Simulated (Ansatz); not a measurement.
Input file for Ansatz (an electronic-structure program): R-PBE/def2-TZVPP on BFH4OSi (SMILES FBO[SiH3]), a point of a torsion scan.

Ansatz 0.2 input:
```yaml
crystal:
  periodic: [false, false, false]
  atoms:
    - {symbol: F, position_ang: [2.43028401, 0.10399398, -0.63191704]}
    - {symbol: B, position_ang: [1.55664985, 0.07600337, 0.37482204]}
    - {symbol: O, position_ang: [0.91602686, -1.02998648, 0.62786920]}
    - {symbol: Si, position_ang: [0.32460890, -2.49461802, 0.97558337]}
    - {symbol: H, position_ang: [1.40221347, 1.07470971, 0.97639401]}
    - {symbol: H, position_ang: [1.06520830, -3.50400972, 0.21879860]}
    - {symbol: H, position_ang: [0.50828714, -2.65880164, 2.41700540]}
    - {symbol: H, position_ang: [-1.07756269, -2.41197211, 0.57607120]}
basis:
  gaussian:
    orbitals: def2-TZVPP
hamiltonian:
  xc: {name: PBE}
scf: {lower_state_search: off}
```

Output:

```
WARN ansatz: RAYON_NUM_THREADS=1 ignored (pool sized by the plan → 1); use --threads N
Functional definition: PBE
these checks for a lower state are left out or cut short: stability, starts, cluster_reference, orbital_swaps, neighbouring_geometries, increment
integrals: 0.09 GiB planned
1000 factors; their error is unknown
mean field: 0.68 GiB planned
mean field evaluation 1: about -13372.1113 eV, gradient 6.5e1 eV
mean field evaluation 2: about -13346.2703 eV, gradient 1.3e2 eV
mean field evaluation 4: about -13378.6461 eV, gradient 1.3e1 eV
mean field evaluation 8: about -13378.8734 eV, gradient 1.2e-1 eV
mean field evaluation 16: about -13378.8526 eV, gradient 4.2e-5 eV
mean field -13378.85255323 eV, -491.6637628192 hartree, gradient 2.2e-6 eV, S^2 0.000000; 0 other end points of the search recorded, 0 dependent functions left out
reference -13378.85259855 eV, -491.6637644846 hartree; 20, 20 occupied and 171, 171 virtual orbitals, 1000 factors
Total energy: -13378.85259855 eV, -491.6637644846 hartree
Checks for a lower state left out: stability, starts, cluster_reference, orbital_swaps, neighbouring_geometries, increment
```

Self-consistency was reached.

Cost: around 2.6 core-seconds (rough).
